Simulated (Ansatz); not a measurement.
Basis-set extrapolation for CH9AlSi2 (`C[SiH2][SiH2][AlH2]`) (PBE0-D4/def2-TZVP geometry, frozen core, Ansatz). Multiplicity 1, RHF reference.

```csv
,def2-TZVPP,def2-QZVPP
HF,-862.921582,-862.948342
MP2 correlation,-0.515315,-0.550792
CCSD(T) correlation,-0.609237,not run
```

Energies in hartree. Use E(X) = E(∞) + A·exp(−7.88·√X) for Hartree–Fock and E(X) = E(∞) + B·X^(−2.97) for correlation, with X = 3 and 4, and add CCSD(T) minus MP2 of the smaller set to the MP2 limit.

Problem. What is the CCSD(T) energy at the basis-set limit?

Solution. HF limit: -862.948342 + (-0.026760) × 0.13774 = -862.95203. MP2 limit: -0.550792 + (-0.035477) × 0.74074 = -0.57707. Higher-order term: -0.609237 − (-0.515315) = -0.09392. Total: -863.62302 hartree, 242.1 kJ/mol below CCSD(T)/def2-TZVPP.
